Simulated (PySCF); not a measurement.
B₂Cl₃GeH₃.
Cartesian coordinates in Å at the PBE0-D3(BJ)/def2-SVP level; atoms count from 1:
```xyz
9
B2Cl3GeH3 angstrom
B     -1.043    0.178    0.290
Ge     0.654    0.703   -0.737
Cl     0.357    0.532   -2.890
B      2.287   -0.470   -0.238
Cl     2.835   -0.442    1.422
Cl     3.102   -1.475   -1.397
H     -2.042   -0.173   -0.284
H     -1.020    0.215    1.497
H      1.014    2.181   -0.469
```

Computed with PBE0-D3(BJ)/def2-SVP geometry optimisation, gas phase (PySCF 2.14.0).

Masses are those of the commonest isotopes; rigid-rotor values at the optimised geometry. The values belong to one conformer with, in the numbering `[BH2:1][Ge@H:2]([Cl:3])[B:4]([Cl:5])[Cl:6]`, H–B1–Ge2–Cl3 0° and 179°, B1–Ge2–B4–Cl5 -61°.

**Question.** Give the principal moments of inertia and the rotational constants in MHz.

**Answer.** Ia = 308.69, Ib = 565.45, Ic = 809.33 u·Å²; 505379 MHz·u·Å²/I gives A = 1637, B = 893.8, C = 624.4 MHz.

**Question.** What kind of rotor is it?

**Answer.** An asymmetric top: κ = (2 × 893.8 − 1637 − 624.4)/(1637 − 624.4) = -0.47.

**Question.** Is it planar, by Δ = Ic − Ia − Ib?

**Answer.** Not planar: Δ = Ic − Ia − Ib = -64.82 u·Å². For a rigid frame Δ = −2 Σ m c², so Σ m c² = 32.41 u·Å² lies off the ab plane: 8.19 from hydrogen and 24.22 from heavier atoms. The atom farthest from that plane is 1.97 Å away.

**Question.** Predict some low-J microwave lines.

**Answer.** The dipole components are |μa| = 1.13 D, |μb| = 1.75 D, |μc| = 0.29 D. Intensities carry the squares of the components, which stand as 0.41 : 1.00 : 0.03 (a : b : c). Some of the stronger lines:

| type | branch | J(Ka,Kc) | MHz | lower level (cm⁻¹) |
| --- | --- | --- | --- | --- |
| a | R | 1(0,1) ← 0(0,0) | 1518 | 0.000 |
| a | Q | 3(1,2) ← 3(1,3) | 1607 | 0.305 |
| b | Q | 2(2,0) ← 2(1,1) | 2291 | 0.195 |
| a | R | 2(1,2) ← 1(1,1) | 2767 | 0.075 |
| b | R | 3(0,3) ← 2(1,2) | 3794 | 0.168 |
| b | Q | 4(3,1) ← 4(2,2) | 3865 | 0.648 |
| b | Q | 4(3,2) ← 4(2,3) | 4573 | 0.622 |
| b | R | 3(1,3) ← 2(0,2) | 4651 | 0.150 |
| a | R | 3(2,1) ← 2(2,0) | 4780 | 0.271 |
| b | R | 4(0,4) ← 3(1,3) | 5269 | 0.305 |
| b | R | 2(2,1) ← 1(1,0) | 5536 | 0.084 |
| b | R | 3(3,1) ← 2(2,0) | 8919 | 0.271 |
| b | R | 4(3,2) ← 3(2,1) | 10311 | 0.431 |
| b | R | 4(4,1) ← 3(3,0) | 12224 | 0.569 |

**Question.** Estimate the classical rotational partition function at 25 K, 50 K and 200 K.

**Answer.** Point group C1, symmetry number σ = 1; q = (√π/σ)·√((kT/h)³/(ABC)), k/h = 20836.6 MHz/K: 22000 at 25 K, 62400 at 50 K, 499000 at 200 K.

Not checked by PBE0-D3(BJ)/def2-SVP frequencies. Zero-point vibration and centrifugal distortion are left out. Quadrupole hyperfine structure (11B, 35Cl) is left out.
